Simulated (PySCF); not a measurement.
Te(F)(OSiH3) (FH3OSiTe), SMILES [SiH3]O[Te]F.

Coordinates come from a PBE-D3(BJ)/def2-SVP optimisation. The def2 effective core potentials stand for the cores of Te; spin–orbit coupling is left out. One conformer was computed; it need not be the lowest.

All values below come from HF/def2-TZVP run with PySCF.

Isolated molecule, no solvent.

Task: Estimate the frontier levels, gap, dipole moment and polarisability. (The exact figures need the calculation; the answer reports its results.)

Result: 
| Item | Value |
|---|---|
| highest occupied level | -9.30 eV |
| lowest empty level | 0.72 eV |
| orbital gap | 10.03 eV |
| dipole moment | 2.84 D |
| quadrupole, principal values (traceless, Buckingham form, about the centre of nuclear charge) | -5.85, -2.92, 8.77 D·Å |
| mean static polarisability | 59.1 bohr³ (8.76 Å³) |
| polarisability, principal values | 49.2, 55.2, 72.8 bohr³ |
